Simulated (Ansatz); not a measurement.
Input file for Ansatz (a quantum-chemistry and plane-wave program): U-B3LYP-D3(BJ)/def2-TZVP on S2 (SMILES S=S), 2S+1 = 1, a spin state set in the input, which need not be the lowest.

Ansatz 0.2 input:
```yaml
crystal:
  periodic: [false, false, false]
  atoms:
    - {symbol: S, position_ang: [0.95010907, 0.00000000, 0.00000000]}
    - {symbol: S, position_ang: [-0.95010907, 0.00000000, 0.00000000]}
basis:
  gaussian:
    orbitals: def2-TZVP
hamiltonian:
  xc: b3lyp
  dispersion: d3bj
relax: {f_tol: 0.003, max_steps: 120}
magnetization: {spin_polarized: true, initial_magnetization: 0}
```

The log:

```
WARN ansatz: RAYON_NUM_THREADS=2 ignored (pool sized by the plan → 2); use --threads N
Functional definition: B3LYP
integrals: 0.01 GiB planned
542 factors; their error is unknown
mean field: 0.23 GiB planned
mean field evaluation 1: about -21670.6739 eV, gradient 6.7e0 eV
mean field evaluation 2: about -21670.7662 eV, gradient 5.7e0 eV
mean field evaluation 4: about -21670.9151 eV, gradient 1.9e-1 eV
mean field evaluation 8: about -21670.9522 eV, gradient 5.3e-4 eV
mean field evaluation 16: about -21671.7209 eV, gradient 3.5e-1 eV
mean field evaluation 32: about -21670.9523 eV, gradient 3.3e-2 eV
mean field evaluation 64: about -21671.7250 eV, gradient 5.8e-4 eV
mean field -21671.72515246 eV, -796.4212097299 hartree, gradient 1.8e-5 eV, S^2 1.009727; 5 other end points of the search recorded, 0 dependent functions left out
the calculation of the forces begins
reference -21671.72531658 eV, -796.4212157611 hartree; 16, 16 occupied and 58, 58 virtual orbitals, 542 factors
relax step   1: F+E_penalty+E_count = -21671.79768150 eV  Δ(F+E_penalty+E_count) = +0.000e0 eV  max|allowed force component| = 1.256e-1 eV/Å  Δτ_max = 0.0000 Å  (169 SCF iters, accepted)
these checks for a lower state are left out or cut short: starts, cluster_reference, orbital_swaps, neighbouring_geometries, increment
integrals: 0.01 GiB planned
542 factors; their error is unknown
mean field: 0.23 GiB planned
mean field -21671.72542012 eV, -796.4212195664 hartree, gradient 8.8e-5 eV, S^2 1.009724; 0 other end points of the search recorded, 0 dependent functions left out
the calculation of the forces begins
reference -21671.72558432 eV, -796.4212256005 hartree; 16, 16 occupied and 58, 58 virtual orbitals, 542 factors
relax step   2: F+E_penalty+E_count = -21671.79794104 eV  Δ(F+E_penalty+E_count) = -2.595e-4 eV  max|allowed force component| = 7.187e-4 eV/Å  Δτ_max = 0.0021 Å  (30 SCF iters, accepted)
integrals: 0.01 GiB planned
542 factors; their error is unknown
mean field: 0.23 GiB planned
mean field evaluation 96: about -21670.8263 eV, gradient 1.4e0 eV
mean field evaluation 128: about -21670.9554 eV, gradient 1.4e-1 eV
mean field -21671.72542012 eV, -796.4212195664 hartree, gradient 8.8e-5 eV, S^2 1.009724; 6 other end points of the search recorded, 0 dependent functions left out
the calculation of the forces begins
reference -21671.72558432 eV, -796.4212256005 hartree; 16, 16 occupied and 58, 58 virtual orbitals, 542 factors
Total energy: -21671.79810523 eV, -796.4238906948 hartree
Atom 0 at     0.952194     0.000000     0.000000 Å, force    -0.000719    -0.000000    -0.000000 eV/Å
Atom 1 at    -0.952194    -0.000000    -0.000000 Å, force     0.000719     0.000000     0.000000 eV/Å
Dipole moment:     0.000000     0.000000    -0.000000 e Å
```

Self-consistency was reached. Its determinant has ⟨S²⟩ = 1.01, a mixture of spin states.

Cost: roughly 12 core-seconds.
